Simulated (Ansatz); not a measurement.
**A cut through the energy surface**

GaHSF2 (SMILES [F][Ga]([F])[SH]), singlet, at its PBE0-D4/def2-TZVP minimum:

```xyz
5
angstrom
F -0.3264 -1.4861 1.6586
Ga 0.1427 -0.3890 0.3977
F 1.8557 -0.2712 0.1214
S -1.2985 0.7492 -0.7456
H -0.3236 1.3235 -1.4736
```

The dihedral angle F1–Ga2–S4–H5 (-179.8° at the minimum) is set to the values below, the two halves turning rigidly about the central bond. Each method's energies count from its own value at the PBE0-D4 minimum structure. Computed with Ansatz 0.2.0 (basis: def2-TZVPP); correlated methods freeze the cores. Filled d shells of the heavier atoms are correlated. The def2 sets are not built for correlating such inner shells, so the correlated values are less sure here. B3LYP uses VWN-RPA correlation.

CCSD(T) energies along the scan:
| dihedral angle (°) | CCSD(T) (meV) |
| --- | --- |
| -173.2 | 3 |
| -150.7 | 53 |
| -128.2 | 139 |
| -105.7 | 212 |
| -83.2 | 226 |
| -60.7 | 173 |
| -38.2 | 86 |
| -15.7 | 16 |
They count from the CCSD(T) energy at the PBE0-D4 minimum.

Largest difference from the CCSD(T) curve over the scan: PBE-D4 3; r2SCAN-D4 6; B3LYP-D4 1 meV. Each curve counts from its own value at the minimum.

No T1 diagnostic of these runs exceeds 0.015.

For scale, one of the runs: CCSD(T)/def2-TZVPP, 166 basis functions (an equivalent command: `ansatz run in.yaml --threads 4`). The run took 27 s on 4 CPU threads (shared host), with 1.4 GiB of host memory at its peak.
